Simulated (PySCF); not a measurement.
Job file and geometry (Å, from GFN2-xTB) of an NMR shielding run on `CC/C(=C/[SiH3])[SiH2]SC`, C5H14SSi2, PySCF, GIAO PBE0/pcSseg-1 NMR shielding, non-relativistic, gas phase; density fitting, a coarse starting grid and PySCF grid level 2 are the driver's defaults:

```
$ OMP_NUM_THREADS=1 python probes_run.py task.json out

{"job": {"kind": "nmr", "xc": "PBE0", "basis": "pcSseg-1"}, "charge": 0, "multiplicity": 1}
C     -2.426538    -1.104701     0.829396
C     -2.203873    -0.464307    -0.539630
C     -0.916422     0.315268    -0.558618
C     -0.923509     1.649549    -0.561442
Si     0.545663     2.822570    -0.513675
Si     0.650615    -0.724651    -0.558961
S      1.659706    -0.433735     1.313758
C      3.153153    -1.423823     0.997521
H     -3.354293    -1.672648     0.839450
H     -1.605143    -1.773829     1.076831
H     -2.479841    -0.336824     1.597888
H     -3.045292     0.194887    -0.770389
H     -2.168261    -1.245858    -1.303288
H     -1.897816     2.135062    -0.566334
H      0.104543     4.094755    -1.096616
H      1.656904     2.299529    -1.314172
H      0.973153     3.042698     0.868171
H      1.582526    -0.365546    -1.629617
H      0.353030    -2.157088    -0.666352
H      3.705676    -0.994160     0.167905
H      3.751518    -1.388517     1.901416
H      2.874092    -2.449246     0.776804
```

Question: What does the program print?

Answer: 
```
coarse grid: 18984 points
cycle   1  E = -1175.3354833168  dE =  4.821e-01  |g| = 4.175e-01  |ddm| = 4.150e+00
cycle   2  E = -1175.3277565441  dE =  7.727e-03  |g| = 4.552e-01  |ddm| = 9.736e-01
cycle   3  E = -1175.3839918415  dE = -5.624e-02  |g| = 4.099e-02  |ddm| = 5.615e-01
cycle   4  E = -1175.3843731057  dE = -3.813e-04  |g| = 1.936e-02  |ddm| = 6.952e-02
cycle   5  E = -1175.3844646196  dE = -9.151e-05  |g| = 7.155e-03  |ddm| = 2.656e-02
cycle   6  E = -1175.3844761635  dE = -1.154e-05  |g| = 2.661e-03  |ddm| = 8.352e-03
cycle   7  E = -1175.3844778134  dE = -1.650e-06  |g| = 6.531e-04  |ddm| = 2.702e-03
final grid: 166848 points
cycle   8  E = -1175.4333529201  dE = -3.501e-05  |g| = 9.235e-03  |ddm| = 3.365e-02
cycle   9  E = -1175.4333431046  dE =  9.815e-06  |g| = 1.100e-02  |ddm| = 1.785e-02
cycle  10  E = -1175.4333745362  dE = -3.143e-05  |g| = 4.604e-04  |ddm| = 1.025e-02
cycle  11  E = -1175.4333745832  dE = -4.703e-08  |g| = 1.854e-04  |ddm| = 7.120e-04
cycle  12  E = -1175.4333745919  dE = -8.708e-09  |g| = 3.655e-05  |ddm| = 1.970e-04
cycle  13  E = -1175.4333745922  dE = -2.983e-10  |g| = 1.260e-05  |ddm| = 5.241e-05
converged SCF energy = -1175.4333745922

GIAO shielding tensors (ppm)
atom      isotropic    diamagn.    paramagn.     s11        s22        s33       span
  0 C      168.975     248.542     -79.567    156.326    166.179    184.421     28.095
  1 C      141.915     247.082    -105.167    121.757    134.874    169.116     47.359
  2 C       17.553     263.568    -246.015    -97.632     -9.409    159.700    257.333
  3 C       41.097     257.976    -216.879    -69.032     35.408    156.915    225.947
  4 Si     434.449     880.995    -446.546    414.813    424.913    463.620     48.807
  5 Si     381.306     883.731    -502.426    338.027    375.617    430.273     92.246
  6 S      715.331    1061.978    -346.647    609.686    623.890    912.418    302.732
  7 C      172.352     251.386     -79.034    161.966    163.963    191.127     29.160
  8 H       30.472      28.071       2.401     26.106     27.101     38.209     12.102
  9 H       30.304      31.549      -1.245     25.606     30.754     34.550      8.944
 10 H       30.873      31.186      -0.313     27.676     29.211     35.731      8.055
 11 H       29.454      31.722      -2.268     25.471     28.639     34.252      8.780
 12 H       29.213      30.931      -1.718     26.135     27.973     33.532      7.396
 13 H       24.684      33.042      -8.359     22.194     23.681     28.175      5.981
 14 H       27.647      29.022      -1.375     24.167     25.530     33.243      9.075
 15 H       27.406      30.266      -2.860     23.821     27.912     30.484      6.663
 16 H       27.342      30.003      -2.661     23.479     27.088     31.459      7.980
 17 H       26.613      32.131      -5.519     24.151     24.715     30.972      6.821
 18 H       26.791      31.874      -5.083     23.601     25.287     31.485      7.885
 19 H       29.709      30.078      -0.369     23.824     27.954     37.350     13.526
 20 H       29.643      28.765       0.878     23.837     26.569     38.523     14.687
 21 H       29.794      29.885      -0.091     23.935     27.854     37.593     13.658
```

Question: Turn these shieldings into chemical shifts. Chemical shifts δ = σref − σ; TMS for 13C (σ = 186.93 ppm) and 29Si (σ = 349.16 ppm) and 1H (σ = 31.72 ppm); 33S (σ = 503.73 ppm) against CS2, all at this level.

Answer: Averaging equivalent atoms: C 2: 169.4; C 3: 145.8; C 1: 45.0; C 0: 17.9; C 7: 14.6; Si 5: -32.1; Si 4: -85.3; S 6: -212; H 13: 7.03; H 17/18: 5.02; H 14/15/16: 4.25; H 11/12: 2.38; H 19/20/21: 2.00; H 8/9/10: 1.17 ppm. 

Size and cost of the density-fitted run: 227 basis functions, 46 s wall time on 1 thread of an Arm Neoverse V1, shared host; peak memory 1.1 GiB.
